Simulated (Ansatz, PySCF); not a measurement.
Gas-phase reaction (SMILES): C[O][Ge]([O]C)([O]C)[O]C + [H][H] (H2) -> C[O][GeH]([O]C)[O]C [trimethoxygermane] + CO (CH4O) [methanol]; hydrogen cleaves one Ge-O bond, a model of a ligand-exchange step.

Structures are relaxed separately at B3LYP-D3(BJ)/def2-TZVP in Ansatz (a program for electronic structure), one conformer each, not searched for the lowest. Valence correlation only, unless marked. Spin-orbit coupling is left out. Frozen are the shells of the preceding noble gas and the d and f shells that filled before the atom's block. Non-relativistic. CBS(X,Y): correlation extrapolated as X^-3; Hartree-Fock from the larger set. [CCSD(T)-MP2]/basis is that difference in the basis named. Thermal terms are rigid-rotor harmonic-oscillator values from B3LYP-D3(BJ) frequencies (Ansatz or PySCF) at 298.15 K and 1 atm. 1 Eh = 627.5095 kcal/mol.

```csv
species,"E, RI-MP2/CBS(cc-pVTZ,cc-pVQZ)+[CCSD(T)-MP2]/cc-pVTZ (Ansatz) (Eh)","E, PBE-D3(BJ)/def2-TZVPD (Ansatz + dftd3) (Eh)",H - E (Eh)
C[O][Ge]([O]C)([O]C)[O]C,-2535.70564,-2536.95381,0.18366
[H][H] (H2),-1.17529,-1.16598,0.01336
C[O][GeH]([O]C)[O]C,-2421.24897,-2422.47499,0.14584
CO (CH4O),-115.61425,-115.63404,0.05533
```

Task: Work out ΔE and ΔH at 298.15 K at the first level, then ΔH at the second.

Result: 
1. ΔE = [(-2421.24897) + (-115.61425)] - [(-2535.70564) + (-1.17529)] = 0.01771 Eh = 11.1 kcal/mol at RI-MP2/CBS(cc-pVTZ,cc-pVQZ)+[CCSD(T)-MP2]/cc-pVTZ.
2. The terms H - E add up to 0.00415 Eh, so ΔH = (0.01771 + (0.00415))×627.5095 = 13.7 kcal/mol.
3. At PBE-D3(BJ)/def2-TZVPD the same steps give ΔE = 6.8 and ΔH = 9.4 kcal/mol, a shift of -4.3 from the first level.
4. These values are not checked against measurement here, since the tables used lack a sound gas-phase enthalpy of formation for at least one species.
